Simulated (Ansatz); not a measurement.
`C=C[CH2][InH2]` and `C=CCCS` differ in one atom or group.

Ansatz, PBE0-D4/def2-TZVP geometries, multiplicity 1. Each molecule was computed in one conformer, which needn't be the lowest.

Elements past krypton have def2 core potentials.

```json
{"property": "LUMO energy (B3LYP/def2-TZVPP) / eV", "`C=C[CH2][InH2]`": "-1.28"}
{"property": "LUMO energy (PBE0/def2-TZVPP) / eV", "`C=C[CH2][InH2]`": "-1.03"}
{"property": "HOMO–LUMO gap (PBE0/def2-TZVPP) / eV", "`C=C[CH2][InH2]`": "5.35"}
{"property": "HOMO–LUMO gap (ωB97M-V/def2-TZVPP) / eV", "`C=C[CH2][InH2]`": "8.81"}
{"property": "size of the dipole moment (PBE/def2-TZVPP) / D", "`C=C[CH2][InH2]`": "0.71"}
{"property": "LUMO energy (ωB97M-V/def2-TZVPP) / eV", "`C=C[CH2][InH2]`": "0.38"}
```

Task: Give the same properties after the change, and the shifts. (Best estimate.)

Result: The calculation gave: 
```csv
property,`C=CCCS`,shift
LUMO energy (B3LYP/def2-TZVPP) / eV,-0.15,1.13
LUMO energy (PBE0/def2-TZVPP) / eV,0.09,1.12
HOMO–LUMO gap (PBE0/def2-TZVPP) / eV,6.82,1.47
HOMO–LUMO gap (ωB97M-V/def2-TZVPP) / eV,11.14,2.33
size of the dipole moment (PBE/def2-TZVPP) / D,1.71,1.00
LUMO energy (ωB97M-V/def2-TZVPP) / eV,2.16,1.78
```

With PBE0 the HOMO falls by 0.34 eV and the LUMO rises by 1.12 eV, so the gap widens by about 1.46 eV. PBE moves the HOMO by -0.03 eV and ωB97M-V by -0.54 eV. Dipoles are sizes alone; their direction can turn.

B3LYP here is the variant with VWN-RPA as its local correlation; programs differ in this.
